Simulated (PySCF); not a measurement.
How methods differ on the ionisation energy of Hf(71+)

Hf(71+) 1s1 (2S) → Hf(72+) (bare nucleus), as a difference of total energies. All numbers are calculated (PySCF 2.14, scalar relativity by spin-free X2C-1e, in an even-tempered Gaussian basis (16 s from 200 bohr⁻², ratio 2.2; 7 p from 310 bohr⁻², ratio 2.4; 4 d from 930 bohr⁻², ratio 2.4; 3 f from 1400 bohr⁻², ratio 2.4; 3 g from 2100 bohr⁻², ratio 2.4)). The calculations carry no spin-orbit coupling.

```
   method  ionisation energy (eV)  difference from reference (eV)
      UHF                 76192.0                          +114.3
      LDA                 76098.6                           +20.9
      PBE                 76194.8                          +117.1
     PBE0                 76194.1                          +116.4
   r2SCAN                 76200.4                          +122.7
BHandHLYP                 76197.6                          +119.9
   M06-2X                 76207.3                          +129.6
```

Reference: 76077.7 ± 0.11 eV (theoretical estimate listed by NIST; NIST Atomic Spectra Database, ionization energies).

For one electron Hartree-Fock is exact for this Hamiltonian up to the basis; QED and nuclear recoil make up the gap, and the density functionals add self-interaction.
